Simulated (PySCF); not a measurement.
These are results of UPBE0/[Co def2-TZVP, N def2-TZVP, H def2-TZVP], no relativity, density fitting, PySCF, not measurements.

```xyz
3
charge 0 multiplicity 4, angstrom
Co    0.2080    0.0000   -0.2078
N    -0.9746    0.0000    0.8269
H     1.3589    0.0000    0.7533
```

HCoN (quartet), along the line from Co1 (at 0) through N2 (at 1.571 Å).

Problem. Tabulate the fields along this line at -0.55, -0.47, -0.39, -0.31, -0.24, -0.16, -0.08, 0.08, 0.16, 0.24, 0.31, 0.39, 0.47, 0.55, 0.63, 0.71, 0.79, 0.86, 0.94, 1.02, 1.10, 1.18, 1.26, 1.34, 1.41, 1.49, 1.65, 1.73, 1.81, 1.89, 1.96, 2.04, 2.12, 2.20, 2.28, 2.36, 2.44, 2.51 Å.

Solution. 
```
distance (Å)  electron density (e/Å³)  spin density (e/Å³)  electron localisation function  electrostatic potential (V)
       -0.55                     5.06                0.417                           0.593                         60.5
       -0.47                     9.47                0.748                           0.702                         92.4
       -0.39                     16.8                 1.31                           0.733                          151
       -0.31                     26.3                 2.13                           0.603                          263
       -0.24                     37.4                 2.89                           0.189                          490
       -0.16                      132                 2.71                           0.499                         1020
       -0.08                      831                 1.18                           0.675                         2950
        0.08                      838                 0.53                           0.682                         2950
        0.16                      132                 2.82                           0.517                         1020
        0.24                     34.6                 3.52                           0.154                          492
        0.31                     24.1                 2.65                           0.527                          265
        0.39                     15.6                 1.57                           0.666                          153
        0.47                     9.03                0.829                           0.623                         93.3
        0.55                     5.17                0.398                           0.502                         60.5
        0.63                     3.16                0.156                            0.37                         41.7
        0.71                     2.22               0.0266                           0.307                         30.8
        0.79                     1.87              -0.0453                           0.365                           25
        0.86                     1.86                -0.09                           0.532                         23.3
        0.94                     2.05               -0.122                           0.696                         25.5
        1.02                     2.38               -0.147                           0.768                         32.4
        1.10                     2.82               -0.166                            0.74                         45.7
        1.18                     3.32               -0.178                           0.551                         68.8
        1.26                     3.98               -0.178                           0.184                          109
        1.34                     6.64               -0.164                           0.088                          182
        1.41                     26.7               -0.111                           0.726                          340
        1.49                      181               0.0509                           0.999                          885
        1.65                      179              -0.0399                           0.999                          885
        1.73                     26.4               -0.112                           0.693                          339
        1.81                     6.73               -0.105                          0.0931                          179
        1.89                     4.02              -0.0947                           0.223                          106
        1.96                     3.18               -0.089                           0.627                         64.9
        2.04                     2.47              -0.0812                           0.816                         40.5
        2.12                     1.85              -0.0703                           0.874                         25.4
        2.20                     1.35              -0.0581                           0.892                         15.8
        2.28                    0.963               -0.046                           0.895                         9.69
        2.36                    0.678              -0.0353                            0.89                          5.7
        2.44                    0.474              -0.0264                           0.879                         3.12
        2.51                    0.331              -0.0196                           0.862                         1.43
```

On a grid of 0.08 Å the density has a local minimum along the bond near 0.86 Å from Co, at 1.86 e/Å³, where the ELF is 0.53.

Other spin states or occupations of the open shell can lie lower.
